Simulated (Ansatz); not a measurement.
A nudged elastic band was laid between two geometries of C$_{2}$H$_{7}$AlBF (12 atoms, charge 0, multiplicity 1).

The calculation used RKS PBE0-D4/def2-SVP in Ansatz.

```json
{
 "movable images": "5",
 "climbing image": "yes",
 "spring": "50.0 eV/Å²",
 "optimiser": "quadratic models (default)",
 "start path": "through a guess of the saddle point",
 "force threshold": "0.05 eV/Å",
 "iteration limit": "60",
 "end points": "relaxed"
}
```

Initial state:

```xyz
12
Properties=species:S:1:pos:R:3
C -1.922 -0.510 0.804
Al -0.332 0.544 1.276
B 1.368 0.603 -0.093
C 1.420 -0.150 -1.468
F 2.434 1.330 0.253
H -1.653 -1.529 0.475
H -2.444 -0.047 -0.054
H -2.654 -0.599 1.622
H -0.322 1.357 2.654
H 2.367 -0.025 -2.015
H 0.587 0.198 -2.105
H 1.228 -1.227 -1.314
```

Final state:

```xyz
12
Properties=species:S:1:pos:R:3
C -1.913 -0.535 0.820
Al -0.290 0.453 1.321
B 1.365 0.601 -0.094
C 1.377 -0.057 -1.517
F 2.441 1.307 0.268
H -2.718 -0.479 1.569
H -1.681 -1.604 0.662
H -2.321 -0.173 -0.141
H -0.206 1.126 2.770
H 2.315 0.094 -2.074
H 0.539 0.351 -2.111
H 1.169 -1.138 -1.439
```

**Question.** Which bonds break or form, and what moves?

**Answer.** No bond is made or broken. The dihedral H6–C1–Al2–H9 goes from -132 to 5°.

**Question.** Give the energies along the band, and the barrier.

**Answer.** The forces met the threshold. The highest image is number 6 of 0 to 6, 0.0 kcal/mol above the ends, which have the same energy within 2 meV. The highest image is an end point: on this band no image between the ends rises above it. Inner images lie up to 0.004 eV below the lower end, so the ends aren't the lowest states on this path.

```tsv
image	path coordinate (Å)	energy (kcal/mol)	dihedral H6–C1–Al2–H9 (°)
0	0.00	0.0	-132
1	0.60	0.0	-110
2	1.27	-0.1	-85
3	1.95	-0.1	-62
4	2.62	-0.1	-39
5	3.30	0.0	-17
6	3.97	0.0	5
```

Time of the run: 89 s on 2 threads of Arm Neoverse V2 (shared host), peak memory 0.25 GiB.
